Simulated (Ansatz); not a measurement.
A set of 12 reactions (hydrolysis), with CCSD(T)/CBS values in kJ/mol:

| reaction | ΔE |
| --- | --- |
| `[NH2][Zr]([OH])([F])[F]` + H₂O → `[OH][Zr]([OH])([F])[F]` + NH₃ | -68.3 |
| `[Cl][GeH2][Br]` + H₂O → `[OH][GeH2][Br]` + HCl | 40.4 |
| `[CH3][In]([F])[Cl]` + H₂O → `[CH3][In]([OH])[F]` + HCl | 92.2 |
| `NBCBr` + H₂O → `OBCBr` + NH₃ | 7.6 |
| `[NH2][GaH][SiH2]O` + H₂O → `[NH2][GaH][OH]` + `O[SiH3]` | -48.3 |
| `F/C=[CH]/[GeH3]` + H₂O → `O/C=C\F` + GeH₄ | 69.6 |
| `[F][Mg][Br]` + H₂O → `[OH][Mg][F]` + HBr | 89.6 |
| `O[SiH2][SiH2]S` + H₂O → `O[SiH2][SiH2]O` + H₂S | -17.0 |
| `CNBB(O)S` + H₂O → `OB(O)S` + `BNC` | -129.2 |
| `C[S][AlH][Cl]` + H₂O → `C[S][AlH][OH]` + HCl | 30.3 |
| `C[Si](N)(O)[SiH3]` + H₂O → `C[Si](O)(O)[SiH3]` + NH₃ | -39.5 |
| `C/C=N\[SiH2]Cl` + H₂O → `O/C=N/[SiH2]Cl` + CH₄ | -36.6 |

Gas-phase electronic energies from Ansatz, PBE0-D4/def2-TZVP geometries. CCSD(T)/CBS is the MP2 limit (def2-TZVPP, def2-QZVPP) plus CCSD(T) − MP2 in def2-TZVPP, frozen cores. This one scheme is used for every species. Double bonds are as drawn, so ΔE can hold a change between cis and trans. DFT in def2-TZVPP. B3LYP here is the variant with VWN-RPA as its local correlation; programs differ in this. def2 core potentials past Kr. For Br, Ga, Ge, In, Mg, Zr outer-core shells are correlated without core-valence functions, which leaves a few kJ/mol of doubt a bond. Scalar relativity is left out up to krypton. Each species was taken in one conformer, which may not be the lowest.

Question: Give the mean, mean absolute and largest difference (level minus CCSD(T)/CBS, kJ/mol) for: PBE-D4, r2SCAN-D4, PBE0-D4, B3LYP-D4, ωB97X-V, B2PLYP, PBE0, MP2/def2-TZVPP, SCS-MP2/def2-TZVPP, CCSD(T)/def2-TZVPP, HF/def2-QZVPP, SCS-MP2/def2-QZVPP, HF/CBS(def2), CCSD/CBS(def2). (Estimate.)

Answer: Ansatz gave: 
| level | mean | mean absolute | largest |
| --- | --- | --- | --- |
| PBE-D4 | 0.2 | 6.0 | -19.1 |
| r2SCAN-D4 | -4.3 | 4.8 | -17.4 |
| PBE0-D4 | 1.5 | 5.6 | -14.9 |
| B3LYP-D4 | -4.2 | 4.7 | -16.9 |
| ωB97X-V | -5.3 | 5.5 | -16.0 |
| B2PLYP | -6.9 | 6.9 | -12.8 |
| PBE0 | -0.6 | 5.4 | -17.4 |
| MP2/def2-TZVPP | -2.8 | 3.8 | -12.1 |
| SCS-MP2/def2-TZVPP | -5.9 | 5.9 | -16.2 |
| CCSD(T)/def2-TZVPP | -3.7 | 3.7 | -6.1 |
| HF/def2-QZVPP | -9.6 | 15.5 | -33.6 |
| SCS-MP2/def2-QZVPP | -3.9 | 4.2 | -14.0 |
| HF/CBS(def2) | -9.7 | 15.5 | -33.7 |
| CCSD/CBS(def2) | -0.7 | 1.4 | -4.1 |

The largest T1 diagnostic in the set is 0.017, for `[OH][Zr]([OH])([F])[F]` (customary mark 0.02).

CCSD(T)/CBS is a level of theory with its own doubt, and the functionals carry their triple-zeta basis error, so these figures describe this set and don't rank the functionals.
